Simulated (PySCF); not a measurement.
A species of formula C5H6ClF has this rotational fingerprint, computed with PBE0/def2-SVPD in PySCF (dipole) on a GFN2-xTB geometry, gas phase:

- Rotational constants: A = 3853, B = 1477, C = 1075 MHz
- Dipole components: |μa| = 1.70 D, |μb| = 2.50 D, |μc| = 0.00 D
- Inertial defect: -3.12 u·Å²
- κ: -0.71

Task: Which structure is it? (One computed conformer of each.)
A. `[F:1][CH2:2][C@H:3]1[CH2:4]/[C:5]1=[CH:6]/[Cl:7]` with F1–C2–C3–C4 86°
B. `[C@H]1(C[C@]21C[C@H]2F)Cl`
C. `[CH2:1]=[C:2]([Cl:3])/[CH:4]=[C:5](/[CH3:6])[F:7]` with C1–C2–C4–C5 180°

Result: C. It is C=C(Cl)/C=C(/C)F, an asymmetric top, point group Cs. The candidates at the same level (rigid rotor, commonest isotopes):

```tsv
SMILES	A (MHz)	B (MHz)	C (MHz)	μa (D)	μb (D)	μc (D)	Δ (u·Å²)	point group	rotor
FC[C@H]1C/C1=C/Cl	4263	1053	877.9	0.40	1.55	0.39	-22.68	C1	asymmetric top
F[C@@H]1C[C@@]12C[C@H]2Cl	3360	1704	1269	1.42	3.06	0.06	-48.53	C1	asymmetric top
C=C(Cl)/C=C(/C)F	3853	1477	1075	1.70	2.50	0.00	-3.12	Cs	asymmetric top
```

`F[C@@H]1C[C@@]12C[C@H]2Cl` has C 18 % too high; `FC[C@H]1C/C1=C/Cl` has B 29 % too low. In the right answer the mirror of this Cs structure is the ab plane, so μc vanishes by symmetry. No structure here is proved a minimum.
